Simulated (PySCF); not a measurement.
NMR data simulated for an unnamed compound:

¹H NMR (400 MHz, computed): δ 7.96 (m, 1H), 7.94 (m, 1H), 7.38 (m, 1H), 6.71 (m, 1H), 6.63 (m, 1H), 6.39 (m, 1H), 6.03 (d, 1H).

¹³C{¹H} NMR (computed): δ 148.2 (CH), 145.5 (CH2), 141.9 (CH), 139.1 (CH), 112.7 (CH).

PySCF 2.14 calculation with NMR shieldings at PBE0/pcSseg-1/GIAO and geometry: GFN2-xTB; a single conformation, in vacuum, relativity neglected.

Referencing at the same level of theory: ¹H and ¹³C against TMS.

Problem. Which of these does the molecule contain: a nitrile, a ketone, an amide, a heteroaromatic ring, a vinyl group CH=CH2, a non-aromatic C=C double bond?

Solution. 
- A nitrile: no.
- A ketone: no.
- An amide: no.
- A heteroaromatic ring: yes.
- A vinyl group CH=CH2: yes (δC 145.5, 141.9; δH 6.39 (m), 6.71 (m), 7.38 (m)).
- A non-aromatic C=C double bond: yes.

The data belong to `InChI=1S/C5H7ClN2Si/c1-2-9(6)8-5-3-4-7-8/h2-5,9H,1H2/t9-/m0/s1`; they needn't prove each group on their own.

Carbon signals by region: 5 in the sp2 and nitrile region (100–160 ppm).

Shifts are as computed. Against solution values, carbons near 30 ppm lie about +3 ppm off and those near 130 ppm about +5 ppm. Of 1211 compounds with measured shifts, 218 miss one by over three times the rms of a fit or turn the order of signals round; such compounds aren't used in these exercises. Multiplicities follow the n + 1 count of equivalent neighbours, as no J values were calculated; m marks all less simple cases, F and P coupling included.
